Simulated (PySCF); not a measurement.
# H3Al, SMILES `[AlH3]` (charge 0, multiplicity 1)

The numbers are results of PBE0-D4/def2-TZVP run with PySCF, not measurements.

```yaml
HOMO: -8.58 eV
dipole_moment: 0.00 D
HOMO–LUMO gap: 6.83 eV
LUMO: -1.75 eV
total_energy: -244.0796 Ha
cost: around 3 core-seconds (rough)
```

Bond lengths (Å): Al1–H2 1.586, Al1–H3 1.586, Al1–H4 1.586. Bond angles (°): H2–Al1–H3 120.0, H2–Al1–H4 120.0, H3–Al1–H4 120.0.
Charge 0, spin multiplicity 1.
